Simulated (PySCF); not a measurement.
Level of theory: TPSSh-D3(BJ)/def2-TZVP // CAM-B3LYP-D3(BJ)/def2-TZVP (PySCF). Gas-phase values, no solvent. One relaxed conformer stands for a flexible species; it need not be the lowest. Delta-SCF ions had no search for a lower state. 

Reference species (SMILES): `B=BN` (neutral, multiplicity 1).

```json
{
  "S1 oscillator strength": "0.000",
  "HOMO": "-4.41 eV",
  "vertical ionisation energy (Delta-SCF)": "7.09 eV",
  "HOMO–LUMO gap": "1.37 eV"
}
```

Changed species: `N=BB`.

### Question
Predict the effect on the S1 oscillator strength, HOMO, vertical ionisation energy (Delta-SCF) and HOMO–LUMO gap.

### Answer
the S1 oscillator strength hardly moves; the HOMO falls by 3.23 eV, to -7.64 eV; the vertical ionisation energy (Delta-SCF) goes up by 3.56 eV, to 10.65 eV; the HOMO–LUMO gap rises by 3.20 eV, to 4.57 eV.
